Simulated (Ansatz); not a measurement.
Compare A (`CB[SiH]1C[SiH2]1`) with its isomer B (`[SiH3][SiH]1CBC1`).

Calculated with Ansatz (gas phase, PBE0-D4/def2-TZVP geometries, no zero-point term in ΔE). CCSD(T)/CBS adds triple-zeta CCSD(T) − MP2 to the extrapolated MP2 energy (def2 sets, frozen cores). DFT in def2-TZVPP. B3LYP here is the variant with VWN-RPA as its local correlation; programs differ in this. One conformer a species, not always the lowest.

(1) Which is lower in electronic energy at CCSD(T)/CBS, and by how much? (Estimate.)

(2) Give E(B) − E(A) in kcal/mol with CCSD(T)/def2-TZVPP, HF/def2-TZVPP, PBE-D4, B3LYP, B2PLYP, ωB97M-V, PBE0-D4. (Estimate.)

Largest T1 diagnostic: 0.013.

Results:

(1) The calculation gave: B, by 14.0 kcal/mol.

(2) Ansatz gave: CCSD(T)/def2-TZVPP -13.9, HF/def2-TZVPP -26.6, PBE-D4 -9.0, B3LYP -14.4, B2PLYP -14.4, ωB97M-V -14.5, PBE0-D4 -12.2. None reverses the order clearly.

In def2-TZVPP, CCSD(T) changes the Hartree–Fock value by +12.7 kcal/mol (the triples alone add +2.3 kcal/mol) and MP2 by +13.3 kcal/mol. From PBE to PBE0 (25 % exact exchange), in def2-TZVPP and without D4, E(B) − E(A) moves by −3.2 kcal/mol.
